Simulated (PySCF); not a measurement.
Ionisation energy of Al²⁺ by level of theory

Al²⁺ [Ne] 3s1 (2S) → Al³⁺ [Ne] (1S), as a difference of total energies. Calculation: PySCF 2.14, in aug-cc-pV(Q+d)Z (7s6p5d3f2g, 89 functions); no relativity, point nucleus. The calculations carry no spin-orbit coupling.

| method | ionisation energy (eV) |
| --- | --- |
| UHF | 28.043 |
| LDA | 28.831 |
| PBE | 28.835 |
| PBE0 | 28.694 |
| r2SCAN | 28.378 |
| BLYP | 29.035 |
| revPBE | 28.727 |
| B97-3 | 28.397 |
| TPSS | 28.511 |

For comparison: 28.448 eV (measured; NIST Atomic Spectra Database, ionization energies).
